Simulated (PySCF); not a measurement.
4-fluorothioanisole, C₇H₇FS.
SMILES: `CSC1=CC=C(F)C=C1`

The closed-shell SCF was solved with PySCF and density fitting under several settings on one GFN2-xTB geometry (grid level 2 and gas phase unless stated).

| settings | basis functions | SCF cycles | E (Eh) | HOMO (eV) | LUMO (eV) | dipole (D) |
| --- | --- | --- | --- | --- | --- | --- |
| PBE0/pcSseg-1 | 195 | 14 | -768.3689 | -6.13 | -0.61 | 2.08 |
| PBE0/def2-SVPD | 246 | 14 | -768.0592 | -6.13 | -0.66 | 2.09 |

Estimate the rows for these settings: (1) mPW1PW91/pcSseg-1; (2) wB97X/def2-SVPD, energy threshold 1e-11 Eh.

| settings | basis functions | SCF cycles | E (Eh) | HOMO (eV) | LUMO (eV) | dipole (D) |
| --- | --- | --- | --- | --- | --- | --- |
| mPW1PW91/pcSseg-1 | 195 | 14 | -768.8591 | -6.16 | -0.62 | 2.10 |
| wB97X/def2-SVPD, energy threshold 1e-11 Eh | 246 | 14 | -768.5153 | -8.27 | 1.35 | 2.04 |

Over all rows, what range does the HOMO–LUMO gap span?

From 5.47 eV (PBE0/def2-SVPD) to 9.62 eV (wB97X/def2-SVPD, energy threshold 1e-11 Eh). The functional of the narrowest has 25 % exact exchange, that of the widest range-separated exact exchange.

And the dipole moment?

From 2.04 D (wB97X/def2-SVPD, energy threshold 1e-11 Eh) to 2.10 D (mPW1PW91/pcSseg-1); the largest is 1.03 times the smallest, and the median is 2.08 D.

Compare two rows with the functional PBE0: PBE0/pcSseg-1 and PBE0/def2-SVPD. Which energy is lower, and by how much?

PBE0/pcSseg-1 (195 functions) lies 0.3097 Eh or 194 kcal/mol below PBE0/def2-SVPD (246 functions). The smaller set gives the lower energy; the two sets aren't nested, so the variational bound doesn't order them by size.

Whole jobs, the steps after the SCF included, on one thread, Intel Xeon Platinum 8488C (x86_64), no GPU (shared host):

```json
{"settings": "PBE0/pcSseg-1", "work after the SCF": "shieldings, ring-centre shieldings, charges and field gradients", "wall time": "53 s", "peak memory": "0.85 GiB"}
{"settings": "PBE0/def2-SVPD", "work after the SCF": "6 singlets by full TDDFT, 2 Tamm–Dancoff triplets, polarisability", "wall time": "77 s", "peak memory": "0.96 GiB"}
{"settings": "mPW1PW91/pcSseg-1", "work after the SCF": "shieldings, ring-centre shieldings, charges and field gradients", "wall time": "52 s", "peak memory": "0.86 GiB"}
{"settings": "wB97X/def2-SVPD, energy threshold 1e-11 Eh", "work after the SCF": "25 singlets by full TDDFT, 5 Tamm–Dancoff triplets, polarisability", "wall time": "3.2 min", "peak memory": "1.2 GiB"}
```

Cycle counts include a coarse-grid stage where the run had one.

Shape of the structure used: `[CH3:1][S:2][c:3]1[cH:4][cH:5][c:6]([F:7])[cH:8][cH:9]1`: C1–S2–C3–C4 0°.

One conformer stands for the species.
